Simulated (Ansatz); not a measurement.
Total energies of Cd₆Se₆ from Ansatz at PBE-D4/def2-SVP, gas phase (1 Eh = 27.2114 eV = 2625.5 kJ/mol). The reference geometry is relaxed at PBE-D4/def2-SVP.

Cartesian coordinates in Å:
```
Cd -0.674 -4.371 -1.507
Cd 1.785 0.178 -1.252
Cd -2.080 2.524 0.694
Cd 0.994 3.081 1.998
Cd -0.572 2.053 -1.658
Cd -1.205 -1.501 -0.606
Se -0.671 -0.301 -2.801
Se 1.879 2.732 -1.213
Se -2.198 -1.506 1.742
Se 1.685 -2.024 0.121
Se -0.524 0.151 2.208
Se 1.581 -1.015 2.274
```

```csv
state,geometry,energy (Eh)
charge 0 singlet,reference,-15412.21807
charge 1 doublet,reference,-15411.97509
charge -1 doublet,reference,-15412.29637
charge -1 doublet,relaxed at PBE-D4/def2-SVP,-15412.30499
free Cd atom (singlet),–,-167.74645
free Se atom (triplet),–,-2400.83018
```

In the def2 sets Cd takes a core potential; there is no spin–orbit coupling.

(1) Work out the vertical ionisation energy to the doublet.

(2) Work out the vertical electron affinity, to the doublet.

(3) Give the fundamental gap IE − EA, the Mulliken electronegativity (IE + EA)/2 and the hardness (IE − EA)/2.

(4) How much does the charge -1 doublet relax, and what is the adiabatic electron affinity?

(5) What is the binding energy per atom against free atoms?

(1) E(charge 1 doublet) − E(charge 0 singlet) = -15411.97509 − (-15412.21807) = 0.24298 Eh = 6.61 eV. For comparison, −ε of the highest occupied level is 4.82 eV at this level, 1.79 eV less.

(2) E(charge 0 singlet) − E(charge -1 doublet) = -15412.21807 − (-15412.29637) = 0.07830 Eh = 2.13 eV. The basis lacks diffuse functions, which makes affinities too small.

(3) From the values in Eh: IE − EA = 0.24298 − 0.07830 = 0.16468 Eh = 4.48 eV; (IE + EA)/2 = 4.37 eV; (IE − EA)/2 = 2.24 eV. The HOMO–LUMO gap of the same run is 1.07 eV, 3.41 eV smaller than the fundamental gap.

(4) Relaxation: -15412.29637 − (-15412.30499) = 0.00862 Eh = 0.23 eV. Adiabatic electron affinity: 0.08692 Eh = 2.37 eV, without zero-point energy. 

(5) Atoms: 6 × (-167.74645) + 6 × (-2400.83018) = -15411.45978 Eh. Binding: -15411.45978 − (-15412.21807) = 0.75829 Eh = 20.63 eV, or 1.72 eV for each of 12 atoms (no zero-point energy, no counterpoise term).

 

The structure comes from a short search, and lower isomers may exist.
